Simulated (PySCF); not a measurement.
**UHF on I(2+) (iodine, charge +2)**

Configuration: [Kr] 4d10 5s2 5p2 5d1, one real determinant (an excited configuration). All numbers are calculated (PySCF 2.14, a scalar-relativistic core potential, in aug-cc-pV5Z-PP with ECP28MDF (8s8p6d4f3g2h, 139 functions)).

```
Total energy                                                  : -293.121521 hartree
One-electron energy                                           : -492.8015 hartree
Hartree (Coulomb) energy                                      : 220.0532 hartree
Exchange energy                                               : -20.3732 hartree
⟨S²⟩                                                          : 3.7532
⟨L²⟩                                                          : 7.563
Sum of ⟨r⟩                                                    : 27.17 bohr
Sum of ⟨r²⟩                                                   : 46.92 bohr²
Traceless quadrupole moment −½Σ⟨3z² − r²⟩ along its main axis : -4.43 e·bohr²
Time after the integrals                                      : about 10 core-seconds
```

| shell | electrons | mean orbital energy (eV) | spread (eV) | rms radius, mean of both spins (bohr) |
| --- | --- | --- | --- | --- |
| 4s α | 1 | -234.55 | 0 | 0.796 |
| 4s β | 1 | -233.89 | 0 | 0.796 |
| 4p α | 3 | -175.29 | 0.060 | 0.853 |
| 4p β | 3 | -174.63 | 0.681 | 0.853 |
| 4d α | 5 | -86.153 | 0.619 | 0.991 |
| 4d β | 5 | -85.621 | 0.672 | 0.991 |
| 5s α | 1 | -45.947 | 0 | 1.99 |
| 5s β | 1 | -39.959 | 0 | 1.99 |
| 5p α | 2 | -32.224 | 0 | 2.30 |
| 5d α | 1 | -15.235 | 0 | 3.60 |

⟨L²⟩ = 7.56 against 12 for a pure F term, so this real determinant mixes terms. Energies and moments cover only the electrons outside the core potential. The outer electron is Rydberg-like, and this basis confines it to a smaller radius and binds it less than a complete one would.
